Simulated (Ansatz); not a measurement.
## Telling isomers of ClH4NO2Si apart by their spectra

These gas-phase data were calculated for one isomer of ClH4NO2Si at PBE0-D3(BJ)/def2-SVP (harmonic, unscaled wavenumbers; equilibrium rotational constants with average atomic masses):

```
rotational constants            : 3.699, 2.345, 2.289 GHz
all wavenumbers above 1500 cm⁻¹ : 3920, 3615, 3609, 3473, 1606, 1600
dipole moment                   : 6.28 D (PBE0/def2-TZVPD)
```

Candidates:

(1) `[NH3+][Si@-](=O)(O)Cl`, a singlet
(2) `N[Si](O)(O)Cl`, a singlet

Which structure fits?

Candidate (1). 3 modes lie between 3250 and 3800 cm⁻¹, one for each N–H bond, while (2) has 2.

The same quantities for all candidates:

```
     rotational constants (GHz)         wavenumbers above 1500 cm⁻¹  dipole (D)  E above the lowest, PBE0-D3(BJ)/def2-SVP (kcal/mol)
(1)         3.699, 2.345, 2.289  3920, 3615, 3609, 3473, 1606, 1600        6.28                                                 26.9
(2)         3.801, 2.412, 2.293        3936, 3926, 3727, 3622, 1532        1.49                                                  0.0
```

Harmonic stretches to hydrogen usually lie a few per cent above observed fundamentals. Each candidate is one conformer. Programs: Ansatz 0.2.0.
